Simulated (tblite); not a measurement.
Compound: C₃H₈BBrSi.
Numbering: `[Br:1][SiH2:2][BH:3][CH:4]1[CH2:5][CH2:6]1` (hydrogens: H7, H8 on Si2; H9 on B3; H10 on C4; H11, H12 on C5; H13, H14 on C6)

Computed with GFN2-xTB (tblite), gas phase: L-BFGS steps from a force-field or distance-geometry start until the largest atomic force falls under 0.01 eV/Å.

Step 8: E = -477.4138 eV
```
atom  x, y, z in Å  |  force x, y, z in eV/Å
Br1     2.7571    1.9778   -1.0232    0.072   0.107  -0.025
Si2     2.2154    0.3368    0.4000   -0.071  -0.081  -0.048
B3      0.7849   -0.7193   -0.3955   -0.050  -0.089   0.179
C4     -0.6082   -0.0796   -0.6729   -0.086   0.066  -0.061
C5     -1.8653   -0.7620   -0.2107    0.025   0.038   0.074
C6     -1.4127    0.5043    0.4668   -0.061  -0.087  -0.090
H7      1.8867    1.0538    1.6343    0.046   0.052   0.006
H8      3.4861   -0.3455    0.6234    0.164   0.060   0.032
H9      0.9222   -1.8799   -0.5185   -0.038   0.002  -0.104
H10    -0.6831    0.4907   -1.6037   -0.018  -0.105   0.154
H11    -1.7448   -1.6946    0.3314   -0.056   0.137  -0.044
H12    -2.7543   -0.7413   -0.8263    0.065   0.080   0.034
H13    -1.0071    0.4451    1.4691   -0.032  -0.084  -0.044
H14    -1.9776    1.4133    0.3036    0.040  -0.096  -0.063
```

Step 9: E = -477.4196 eV
```
atom  x, y, z in Å  |  force x, y, z in eV/Å
Br1     2.7629    1.9816   -1.0186    0.049   0.076  -0.023
Si2     2.2191    0.3344    0.4008   -0.128  -0.096  -0.068
B3      0.7783   -0.7260   -0.3891    0.032  -0.063   0.143
C4     -0.6131   -0.0793   -0.6723    0.001   0.006  -0.032
C5     -1.8703   -0.7614   -0.2080    0.053   0.018   0.017
C6     -1.4174    0.5021    0.4689   -0.001  -0.043  -0.113
H7      1.8942    1.0601    1.6321    0.038   0.034   0.000
H8      3.4975   -0.3340    0.6251    0.137   0.042   0.023
H9      0.9172   -1.8883   -0.5273   -0.049   0.089  -0.071
H10    -0.6816    0.4897   -1.6058   -0.035  -0.122   0.199
H11    -1.7509   -1.6961    0.3289   -0.045   0.122  -0.017
H12    -2.7544   -0.7413   -0.8274   -0.005   0.090   0.012
H13    -1.0083    0.4444    1.4691   -0.035  -0.088  -0.021
H14    -1.9738    1.4138    0.3016   -0.013  -0.065  -0.048
```

Step 10: E = -477.4242 eV
```
atom  x, y, z in Å  |  force x, y, z in eV/Å
Br1     2.7684    1.9861   -1.0154    0.020   0.027  -0.005
Si2     2.2203    0.3308    0.4004   -0.091  -0.069  -0.050
B3      0.7728   -0.7324   -0.3814    0.078  -0.025   0.080
C4     -0.6164   -0.0798   -0.6715    0.076  -0.068   0.031
C5     -1.8738   -0.7605   -0.2062    0.044  -0.001  -0.052
C6     -1.4210    0.4998    0.4692    0.055   0.011  -0.080
H7      1.9010    1.0656    1.6301    0.031   0.007  -0.022
H8      3.5091   -0.3238    0.6269    0.070   0.045   0.006
H9      0.9122   -1.8936   -0.5358   -0.050   0.115  -0.041
H10    -0.6814    0.4869   -1.6043   -0.041  -0.097   0.159
H11    -1.7566   -1.6951    0.3268   -0.032   0.063   0.027
H12    -2.7542   -0.7395   -0.8279   -0.065   0.093  -0.018
H13    -1.0101    0.4421    1.4681   -0.036  -0.082   0.002
H14    -1.9709    1.4129    0.2990   -0.060  -0.020  -0.038
```

Step 11: E = -477.4274 eV
```
atom  x, y, z in Å  |  force x, y, z in eV/Å
Br1     2.7725    1.9897   -1.0134   -0.006  -0.017   0.014
Si2     2.2199    0.3272    0.3995   -0.004  -0.018  -0.013
B3      0.7700   -0.7371   -0.3747    0.082   0.013   0.018
C4     -0.6171   -0.0816   -0.6700    0.105  -0.105   0.081
C5     -1.8755   -0.7597   -0.2063    0.012  -0.014  -0.087
C6     -1.4224    0.4985    0.4682    0.072   0.044  -0.025
H7      1.9061    1.0694    1.6283    0.025  -0.015  -0.042
H8      3.5180   -0.3160    0.6281    0.002   0.052  -0.010
H9      0.9080   -1.8952   -0.5423   -0.038   0.082  -0.022
H10    -0.6820    0.4833   -1.6005   -0.030  -0.055   0.081
H11    -1.7611   -1.6930    0.3259   -0.028   0.008   0.058
H12    -2.7548   -0.7363   -0.8283   -0.080   0.087  -0.035
H13    -1.0122    0.4388    1.4670   -0.038  -0.069   0.014
H14    -1.9701    1.4115    0.2963   -0.074   0.008  -0.032
```

Question: Estimate the geometry and energy of step 12. (The exact step hangs on the optimiser's Hessian estimate; all steps are aligned on step 11, rigid shifts and turns removed.)

Answer: E = -477.4300 eV, largest force 0.160 eV/Å
```
atom  x, y, z in Å  |  force x, y, z in eV/Å
Br1     2.7755    1.9922   -1.0118   -0.024  -0.048   0.024
Si2     2.2194    0.3241    0.3985    0.081   0.035   0.020
B3      0.7697   -0.7403   -0.3691    0.065   0.040  -0.034
C4     -0.6156   -0.0849   -0.6675    0.087  -0.095   0.095
C5     -1.8765   -0.7594   -0.2079   -0.020  -0.015  -0.075
C6     -1.4220    0.4982    0.4667    0.049   0.042   0.022
H7      1.9104    1.0719    1.6261    0.017  -0.028  -0.048
H8      3.5248   -0.3091    0.6288   -0.042   0.052  -0.021
H9      0.9041   -1.8946   -0.5477   -0.014   0.020  -0.011
H10    -0.6831    0.4791   -1.5954   -0.005  -0.020   0.006
H11    -1.7650   -1.6909    0.3263   -0.037  -0.021   0.066
H12    -2.7568   -0.7319   -0.8293   -0.055   0.074  -0.037
H13    -1.0146    0.4347    1.4665   -0.044  -0.049   0.017
H14    -1.9709    1.4104    0.2936   -0.056   0.012  -0.024
```

The energy changes by -0.0026 eV. The first-order estimate −F·Δx gives -0.0037 eV and the mean of the old and new forces, exact on a quadratic surface, -0.0026 eV. The step makes an angle of 55° with the force vector and moves no atom by more than 0.010 Å.

What follows is the cost of the whole relaxation. The run took 1.4 s wall on one thread of an Arm Neoverse N1, shared host with 64 logical CPUs at a one-minute load of 51.
